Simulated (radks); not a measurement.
Effect of the nuclear size on neutral gallium, [Ar] 3d10 4s2 4p1. All-electron calculation, Dirac Kohn-Sham, BLYP, spin-unpolarised, spherical densities, finite nucleus; open shells fill j = l - 1/2 first; Fermi nuclear charge, rms radius 3.9973 fm. Program: a radial shooting solver on a logarithmic mesh with Libxc functionals. The rms radius is varied about that value; shifts are against it.

rms radius (fm)	total energy shift (eV)	density at nucleus (e/bohr^3)	1s1/2 shift (meV)	2s1/2 shift (meV)	2p1/2 shift (meV)	3s1/2 shift (meV)
3.4856	-0.0677	2.849e+04	-28.8	-2.77	0.232	-0.408
3.6935	-0.0412	2.839e+04	-17.5	-1.69	0.141	-0.249
3.9973	0	2.826e+04	0.000	0.000	0.000	0.000
4.369	0.0546	2.811e+04	23.2	2.24	-0.187	0.329
4.405	0.0601	2.81e+04	25.6	2.46	-0.206	0.363

Slopes of the eigenvalues against <r^2> in GHz/fm^2, as finite differences over the two radii next to the reference (eigenvalue slopes, not the field-shift constants of lines): 1s1/2 1810, 2s1/2 174, 2p1/2 -14.6, 3s1/2 25.7.
